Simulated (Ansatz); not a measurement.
(OH)3Hf-NH-SiH3 (HfSiNO₃H₇), relaxed as a triplet with UKS PBE0-D4/def2-SVP in Ansatz, starting from the PBE0-D4/def2-SVP geometry of the neutral singlet. Force threshold 0.02 eV/Å.

In the def2 sets Hf takes a core potential; there is no spin–orbit coupling. At PBE0-D4/def2-SVP a singlet of charge 0 lies 3.98 eV below the triplet, each at its own geometry.

Start:

```xyz
13

Hf   -1.004   -0.189    0.496
O    -1.481    1.681    0.495
O    -1.403   -1.058    2.174
O    -1.865   -1.078   -0.984
N     1.045   -0.345    0.284
Si    2.030    0.375   -0.947
H    -1.739    2.591    0.379
H    -1.844   -1.403    2.946
H    -2.232   -1.500   -1.756
H     1.559   -0.910    0.959
H     3.034    1.356   -0.418
H     1.107    1.109   -1.870
H     2.795   -0.629   -1.759
```

| step | energy (eV) | largest force component (eV/Å) | SCF passes |
| --- | --- | --- | --- |
| 1 | -16910.4473 | 3.276 | 24 |
| 2 | -16911.1208 | 1.520 | 32 |
| 3 | -16911.3862 | 0.828 | 31 |
| 4 | -16911.4975 | 0.832 | 29 |
| 5 | -16911.5991 | 0.555 | 30 |
| 6 | -16911.7024 | 0.525 | 30 |
| 7 | -16911.7847 | 0.462 | 28 |
| 8 | -16911.8648 | 0.425 | 30 |
| 9 | -16911.9390 | 0.369 | 29 |
| 10 | -16911.9880 | 0.354 | 27 |
| 11 | -16912.0197 | 0.458 | 28 |
| 13 (rejected) | -16912.0222 | 0.203 | 27 |
| 15 | -16912.0417 | 0.035 | 24 |
| 17 | -16912.0427 | 0.040 | 28 |
| 19 | -16912.0433 | 0.048 | 27 |
| 21 | -16912.0436 | 0.034 | 27 |
| 23 | -16912.0438 | 0.018 | 27 |
| 25 | -16912.0439 | 0.041 | 27 |
| 27 | -16912.0441 | 0.016 | 26 |
| 29 (rejected) | -16912.0424 | 0.160 | 28 |
| 31 | -16912.0454 | 0.090 | 26 |
| 33 | -16912.0488 | 0.282 | 28 |
| 35 | -16912.0732 | 0.138 | 27 |
| 37 | -16912.0885 | 0.323 | 27 |
| 39 | -16912.0969 | 0.098 | 27 |
| 41 | -16912.0998 | 0.025 | 26 |
| 43 | -16912.1002 | 0.015 | 27 |

Force components are those of the run's own axes.

End:

Cartesian coordinates in Å:
```
Hf -1.1651 0.2155 0.6842
O -2.5500 1.5535 0.5487
O -1.0349 -0.4837 2.4965
O -0.8510 -0.5096 -1.1818
N 1.0462 -0.4741 0.3185
Si 1.9727 0.0724 -1.0987
H -3.1154 2.3118 0.4274
H -1.3550 -0.7548 3.3544
H -1.0528 -1.1859 -1.8306
H 1.2938 -1.4136 0.6571
H 3.3839 0.2443 -0.6239
H 1.4451 1.3769 -1.5693
H 1.9826 -0.9528 -2.1825
```

By distances, no bond broke or formed. The bond that changes most is Hf1–N5, from 2.07 to 2.35 Å (atoms count from 1).

The force fell under the threshold at step 23, but the optimiser went on and released 0.056 eV more. No frequencies were taken in this run, so the end may be a saddle point.

Hardware: 4 threads of Intel Xeon Platinum 8259CL on a shared host. Wall time 3.1 min.
